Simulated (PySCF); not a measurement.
From computed data to an observable: refractive index and permittivity of the vapour

CClF2, SMILES [C](Cl)(F)F, multiplicity 2.

Coordinates come from a B3LYP-D3(BJ)/def2-TZVP optimisation. The isomer is the one that the SMILES or the coordinates give; other isomers of the formula were not compared.

ωB97X/def2-TZVPD (PySCF) gives a mean static polarisability of 30.5 bohr³ and a dipole moment of 0.38 D. Take an ideal gas at 298.15 K and 1 bar, whether or not the substance is that volatile.

### Question
Work out n − 1 in the optical limit and the static ε − 1.

### Answer

Polarisability volume α' = 30.5 × 0.148185 = 4.52 Å³. Number density N = p/kT = 2.43e-5 Å⁻³.
Dilute limit of Lorentz–Lorenz: n − 1 = 2π N α' = 0.00069.
Orientation term of Debye: μ²/(3kT) = 8.098 Å³ × μ²(D²) = 1.17 Å³.
ε − 1 = 4π N (α' + μ²/3kT) = 0.0017. Orientation of the dipole supplies 21 % of the static response; it can't follow optical fields. Vibrational polarisation and dispersion are left out.
